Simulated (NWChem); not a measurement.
System: CH₅FOSi; SMILES O[SiH2]CF

```xyz
9

O     -0.9641     1.4438    -0.2782
Si     0.4773     0.7196     0.1356
C      0.5082    -1.1029    -0.4048
F     -0.5299    -1.7635     0.2837
H     -1.7585     1.0453     0.1050
H      1.5359     1.4794    -0.5757
H      0.7168     0.7434     1.6057
H      1.4570    -1.6002    -0.1587
H      0.3351    -1.2285    -1.4819
```
Atoms are numbered in this order, from 1.

Computed with NWChem. Geometry: optimised at B3LYP/6-31G* (spherical d). B3LYP is NWChem's, with the RPA form of VWN correlation. Level: B3LYP/def2-SVP with SMD (1 M gas to 1 M solution), gas-phase geometry. Reactions with the solvent are ignored.

| solvent | dielectric constant | solvation free energy (kcal/mol) | cavity-dispersion-structure term (kcal/mol) | dipole in solution (D) |
|---|---|---|---|---|
| water | 78.4 | -3.6 | 3.5 | 0.88 |
| 1-propanol | 20.5 | -5.7 | 0.8 | 0.85 |
| ethylene glycol | 40.2 | -4.1 | 2.9 | 0.88 |
| ethyl acetate | 5.99 | -3.9 | (withheld) | 0.81 |

### Question
What belongs in the gaps?

### Answer

- ethyl acetate, cavity-dispersion-structure term (kcal/mol): -0.4
